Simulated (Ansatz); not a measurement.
Gas-phase electronic energies from Ansatz, PBE0-D4/def2-TZVP geometries. CCSD(T)/CBS adds triple-zeta CCSD(T) − MP2 to the extrapolated MP2 energy (def2 sets, frozen cores). DFT in def2-TZVPP. B3LYP here is the variant with VWN-RPA as its local correlation; programs differ in this. For Ge, Se outer-core shells are correlated without core-valence functions, which leaves a few kJ/mol of doubt a bond. Scalar relativity is left out up to krypton. Each species was taken in one conformer, which may not be the lowest.

`O[SiH](F)[SeH]` + `C[NH][GeH3]` → `C[N]([GeH3])[SiH](O)F` + H₂Se  (ligand exchange at the Si–Se bond)

`O[SiH](F)[SeH]`:

Cartesian coordinates in Å:
```
O -0.449 -0.294 1.380
Si 0.017 0.574 0.087
F 1.289 1.475 0.411
Se 0.723 -0.724 -1.632
H 0.093 -1.042 1.639
H -1.116 1.457 -0.233
H -0.557 -1.446 -1.653
```

`C[NH][GeH3]`:

```xyz
10

C     1.336    0.304    0.300
N    -0.058    0.292    0.699
Ge   -1.274   -0.492   -0.434
H     1.963    0.654    1.125
H     1.558    0.929   -0.579
H     1.658   -0.714    0.065
H    -0.359    1.198    1.028
H    -2.664   -0.307    0.193
H    -0.898   -1.979   -0.538
H    -1.264    0.115   -1.860
```

`C[N]([GeH3])[SiH](O)F`:

```xyz
14

C     0.706   -1.227    1.034
N     0.108   -0.245    0.139
Ge   -0.948   -0.944   -1.210
Si    0.305    1.408    0.423
O     0.289    2.173   -1.021
F    -0.869    2.075    1.290
H    -0.048   -1.770    1.614
H     1.381   -0.741    1.745
H     1.300   -1.963    0.480
H    -1.712    0.197   -1.884
H    -0.043   -1.687   -2.210
H    -1.913   -1.955   -0.562
H     1.537    1.628    1.209
H    -0.094    3.051   -1.046
```

H₂Se:

Z-matrix (Å, degrees):
```
Se
H 1 1.467
H 1 1.467 2 91.2
```

| level | ΔE (kJ/mol) |
| --- | --- |
| B3LYP | -13.9 |
| HF/CBS(def2) | -22.5 |

Task: What does CCSD(T)/CBS give? (Estimate.)

Result: Ansatz gave: -20.8 kJ/mol. The listed levels differ from it by 6.9, -1.7 kJ/mol.

Largest T1 diagnostic among the species: 0.012.

From PBE to PBE0 (25 % exact exchange), in def2-TZVPP and without D4, ΔE moves by −4.4 kJ/mol. The D4 term adds −7.9 kJ/mol with B3LYP and −4.7 kJ/mol with PBE0; it sums over pairs of atoms, weighted by their polarisabilities, and B3LYP, whose exchange is more repulsive, gets the larger term.
